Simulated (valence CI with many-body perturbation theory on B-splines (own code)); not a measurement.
# E1 line list for S II

Calculated by valence CI with perturbative core correlation (CI+MBPT): five valence electrons over a frozen Dirac-Fock core [Ne], radial functions for each j: 10 s, 10 p, 9 d, 7 f, 4 g, 2 h, with the one-electron correlation potential Σ1, the two-electron term Σ2, the three-electron term Σ3, Breit, model QED; selected CI, second order for the rest, scaled by the run's own slope (own B-spline code, finite nucleus).

Against 49 measured levels this calculation errs by 60 cm⁻¹ on average and by 187 at most. Among the levels kept, up to 890 cm⁻¹ of a level comes from second order outside the variational space, and about a tenth of that is noise between levels of different J, which matters for small intervals.

Lines 101 to 150 of 232 in falling wavelength, among levels below 136242 cm⁻¹, chosen from the strongest by gf and those to the six lowest levels. Wavelengths and rates use the calculated energies, so an error of 60 cm⁻¹ moves a line at 2045 Å by 0.12 % and its rate by three times that or more. Electric multipoles are in the length gauge, E1 and E2 with the static RPA response of the core. Weak lines are less certain than strong ones. Lines between different terms over intervals too small for the method are left out, as are lines whose strength nearly cancels and 1 of this kind that miss the measured wavelength by over 7 %. The highest levels of a list are the least certain.

Names give the largest LS component (configuration and term), which can be under half, so a name can repeat, a term be missing and a line seem to break the LS rules; names also repeat where a configuration has a term twice.

| λ vac (Å) | λ from measured levels | Upper | Lower | A (s⁻¹) | S (a.u.) |
| --- | --- | --- | --- | --- | --- |
| 2045 | 2048 | 3s²3p²4p ⁴D°_5/2 | 3s3p⁴ ⁴P_5/2 | 3.03e+05 | 7.68e-03 |
| 2030 | 2032 | 3s²3p²4p ⁴D°_7/2 | 3s3p⁴ ⁴P_5/2 | 7.14e+04 | 2.36e-03 |
| 2005 | 2007 | 3s²3p²4p ⁴P°_1/2 | 3s3p⁴ ⁴P_1/2 | 4.46e+06 | 3.55e-02 |
| 2002 | 2004 | 3s²3p²4p ⁴P°_3/2 | 3s3p⁴ ⁴P_1/2 | 5.89e+06 | 9.33e-02 |
| 1997 | 1999 | 3s²3p²4p ⁴P°_1/2 | 3s3p⁴ ⁴P_3/2 | 2.25e+07 | 1.77e-01 |
| 1983 | 1985 | 3s²3p²4p ⁴P°_5/2 | 3s3p⁴ ⁴P_3/2 | 7.76e+06 | 1.79e-01 |
| 1980 | 1982 | 3s²3p²4p ⁴P°_3/2 | 3s3p⁴ ⁴P_5/2 | 2.23e+07 | 3.41e-01 |
| 1969 | 1971 | 3s²3p²4p ⁴P°_5/2 | 3s3p⁴ ⁴P_5/2 | 1.78e+07 | 4.03e-01 |
| 1957 | 1958 | 3s²3p²4p ⁴S°_3/2 | 3s3p⁴ ⁴P_1/2 | 1.73e+07 | 2.56e-01 |
| 1950 | 1950 | 3s²3p²4p ⁴S°_3/2 | 3s3p⁴ ⁴P_3/2 | 2.77e+07 | 4.06e-01 |
| 1949 | 1951 | 3s²3p²4p ²D°_3/2 | 3s3p⁴ ⁴P_5/2 | 7.11e+05 | 1.04e-02 |
| 1936 | 1937 | 3s²3p²4p ⁴S°_3/2 | 3s3p⁴ ⁴P_5/2 | 2.58e+07 | 3.70e-01 |
| 1928 | 1931 | 3s²3p²4p ²D°_5/2 | 3s3p⁴ ⁴P_5/2 | 8.91e+05 | 1.89e-02 |
| 1849 | 1852 | 3s²3p²4p ²P°_3/2 | 3s3p⁴ ⁴P_5/2 | 7.24e+04 | 9.03e-04 |
| 1834 | 1824 | 3s3p⁴ ⁴P_5/2 | 3s²3p³ ²P°_3/2 | 3.80e+03 | 6.93e-05 |
| 1822 | 1812 | 3s3p⁴ ⁴P_3/2 | 3s²3p³ ²P°_3/2 | 3.53e+03 | 4.22e-05 |
| 1820 | 1811 | 3s3p⁴ ⁴P_3/2 | 3s²3p³ ²P°_1/2 | 6.86e+00 | 8.16e-08 |
| 1815 | 1805 | 3s3p⁴ ⁴P_1/2 | 3s²3p³ ²P°_3/2 | 4.07e+03 | 2.40e-05 |
| 1813 | 1804 | 3s3p⁴ ⁴P_1/2 | 3s²3p³ ²P°_1/2 | 7.09e+03 | 4.17e-05 |
| 1555 | 1550 | 3s3p⁴ ⁴P_5/2 | 3s²3p³ ²D°_5/2 | 1.63e+04 | 1.81e-04 |
| 1555 | 1549 | 3s3p⁴ ⁴P_5/2 | 3s²3p³ ²D°_3/2 | 1.75e+03 | 1.95e-05 |
| 1547 | 1541 | 3s3p⁴ ⁴P_3/2 | 3s²3p³ ²D°_5/2 | 7.52e+03 | 5.49e-05 |
| 1546 | 1541 | 3s3p⁴ ⁴P_3/2 | 3s²3p³ ²D°_3/2 | 6.22e+03 | 4.54e-05 |
| 1541 | 1536 | 3s3p⁴ ⁴P_1/2 | 3s²3p³ ²D°_3/2 | 4.14e+03 | 1.49e-05 |
| 1368 | 1364 | 3s3p⁴ ²D_3/2 | 3s²3p³ ²P°_3/2 | 7.08e+04 | 3.58e-04 |
| 1367 | 1363 | 3s3p⁴ ²D_5/2 | 3s²3p³ ²P°_3/2 | 2.57e+06 | 1.94e-02 |
| 1367 | 1363 | 3s3p⁴ ²D_3/2 | 3s²3p³ ²P°_1/2 | 2.04e+06 | 1.03e-02 |
| 1261 | 1260 | 3s3p⁴ ⁴P_5/2 | 3s²3p³ ⁴S°_3/2 | 4.58e+07 | 2.72e-01 |
| 1255 | 1254 | 3s3p⁴ ⁴P_3/2 | 3s²3p³ ⁴S°_3/2 | 4.62e+07 | 1.81e-01 |
| 1252 | 1251 | 3s3p⁴ ⁴P_1/2 | 3s²3p³ ⁴S°_3/2 | 4.59e+07 | 8.90e-02 |
| 1237 | 1234 | 3s²3p²3d ²P_3/2 | 3s²3p³ ²P°_3/2 | 7.99e+06 | 2.99e-02 |
| 1237 | 1233 | 3s²3p²3d ²P_3/2 | 3s²3p³ ²P°_1/2 | 1.37e+06 | 5.13e-03 |
| 1231 | 1227 | 3s²3p²3d ²P_1/2 | 3s²3p³ ²P°_3/2 | 2.68e+06 | 4.93e-03 |
| 1230 | 1227 | 3s²3p²3d ²P_1/2 | 3s²3p³ ²P°_1/2 | 6.06e+06 | 1.11e-02 |
| 1207 | 1205 | 3s3p⁴ ²D_3/2 | 3s²3p³ ²D°_5/2 | 3.91e+06 | 1.36e-02 |
| 1206 | 1204 | 3s3p⁴ ²D_5/2 | 3s²3p³ ²D°_5/2 | 4.84e+07 | 2.52e-01 |
| 1206 | 1204 | 3s3p⁴ ²D_3/2 | 3s²3p³ ²D°_3/2 | 5.05e+07 | 1.75e-01 |
| 1206 | 1204 | 3s3p⁴ ²D_5/2 | 3s²3p³ ²D°_3/2 | 3.23e+06 | 1.68e-02 |
| 1180 | 1177 | 3s²3p²4s ⁴P_1/2 | 3s²3p³ ²P°_3/2 | 4.37e+05 | 7.08e-04 |
| 1179 | 1176 | 3s²3p²4s ⁴P_1/2 | 3s²3p³ ²P°_1/2 | 7.24e+04 | 1.17e-04 |
| 1176 | 1173 | 3s²3p²4s ⁴P_3/2 | 3s²3p³ ²P°_3/2 | 5.57e+05 | 1.79e-03 |
| 1175 | 1172 | 3s²3p²4s ⁴P_3/2 | 3s²3p³ ²P°_1/2 | 1.18e+05 | 3.76e-04 |
| 1171 | 1168 | 3s²3p²3d ⁴F_3/2 | 3s²3p³ ²P°_3/2 | 4.78e+03 | 1.51e-05 |
| 1170 | 1168 | 3s²3p²3d ⁴F_3/2 | 3s²3p³ ²P°_1/2 | 4.46e+04 | 1.41e-04 |
| 1170 | 1167 | 3s²3p²4s ⁴P_5/2 | 3s²3p³ ²P°_3/2 | 2.21e+02 | 1.05e-06 |
| 1169 | 1166 | 3s²3p²3d ⁴F_5/2 | 3s²3p³ ²P°_3/2 | 2.26e+04 | 1.07e-04 |
| 1134 | 1132 | 3s²3p²4s ²P_1/2 | 3s²3p³ ²P°_3/2 | 1.37e+08 | 1.97e-01 |
| 1134 | 1131 | 3s²3p²4s ²P_1/2 | 3s²3p³ ²P°_1/2 | 3.29e+08 | 4.73e-01 |
| 1128 | 1125 | 3s²3p²4s ²P_3/2 | 3s²3p³ ²P°_3/2 | 4.41e+08 | 1.25e+00 |
| 1127 | 1124 | 3s²3p²4s ²P_3/2 | 3s²3p³ ²P°_1/2 | 9.54e+07 | 2.70e-01 |
